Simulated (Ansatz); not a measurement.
`C[NH][GeH2][NH2]` + H₂ → `C[NH][GeH3]` + NH₃ at 298.15 K and 1 bar (hydrogenolysis of a Ge–N bond).

Calculated with Ansatz (gas phase, PBE0-D4/def2-TZVP geometries, no zero-point term in ΔE). CCSD(T)/CBS is the MP2 limit (def2-TZVPP, def2-QZVPP) plus CCSD(T) − MP2 in def2-TZVPP, frozen cores. This one scheme is used for every species. For Ge outer-core shells are correlated without core-valence functions, which leaves a few kJ/mol of doubt a bond. Scalar relativity is left out up to krypton. Each species was taken in one conformer, which may not be the lowest.

```
           species  CCSD(T)/CBS energy (Eh)  H − E (kJ/mol)  S (J/(mol·K))
`C[NH][GeH2][NH2]`              -2228.39509           273.1          343.4
                H₂                 -1.17544            35.1          130.4
     `C[NH][GeH3]`              -2173.06430           220.1          309.9
               NH₃                -56.50880           100.5          192.4
```

H − E and S are ideal-gas, rigid-rotor, harmonic terms from PBE0-D4/def2-TZVP, for one conformer and one mirror image of each species. For small species the MP2-based limit differs from directly extrapolated CCSD(T) by up to some mEh (0.8 for H₂); such offsets cancel only in part. 1 Eh = 2625.50 kJ/mol, R = 8.31446 J/(mol·K).

Problem. By hand: ΔE, ΔH, ΔS and ΔG.

Solution. ΔE = (-2173.06430) + (-56.50880) − (-2228.39509) − (-1.17544) = -0.00257 Eh = -6.7 kJ/mol. Δ(H − E) = 220.1 + 100.5 − 273.1 − 35.1 = 12.4, so ΔH = 5.7 kJ/mol. ΔS = 309.9 + 192.4 − 343.4 − 130.4 = 28.5 J/(mol·K). ΔG = 5.7 − 298.15 × (28.5)/1000 = -2.8 kJ/mol.

Problem. By hand: the equilibrium constant, and the temperature at which ΔG would vanish if ΔH and ΔS stayed fixed.

Solution. log₁₀ K = −ΔG/(RT ln 10) = 0.5. ΔG = 0 at ΔH/ΔS = 200 K, though so small a ΔH makes that figure unsure.

TΔS isn't small against ΔH here. The sign of ΔG lies within the doubt. A doubt of 5 kJ/mol in ΔE shifts log₁₀ K by 0.9 here. Other conformers and mirror images would add mixing entropy, several J/(mol·K) or more a flexible species. These are equilibria of isolated gas molecules and say nothing of rates. Largest T1 diagnostic: 0.011 (customary marks: 0.02 for closed shells, 0.045 for open ones).
